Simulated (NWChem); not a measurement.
**Correlation energy of ClLi**

```xyz
2

Li     0.0000     0.0000    -1.7006
Cl     0.0000     0.0000     0.3001
```
Charge 0, spin multiplicity 1.

The numbers come from NWChem runs, not from measurements. Structure: optimised with B3LYP/def2-SVP, a minimum by its harmonic frequencies.

Basis set: cc-pVQZ. Each correlation energy counts from its own Hartree-Fock reference.

The correlated methods keep 5 core orbitals frozen. The structure started from a generated list of species. No row is a measurement; the coupled-cluster row has its own basis-set and correlation limits.

**Question.** One of these methods gave a correlation energy of -266.7 mHa. Which?
A. SCS-MP2
B. CR-CCSD(T)
C. MP2
D. CCSD+T(CCSD)

**Answer.** B, CR-CCSD(T). The others give -240.1 (MP2), -241.6 (SCS-MP2), -268.3 (CCSD+T(CCSD)).
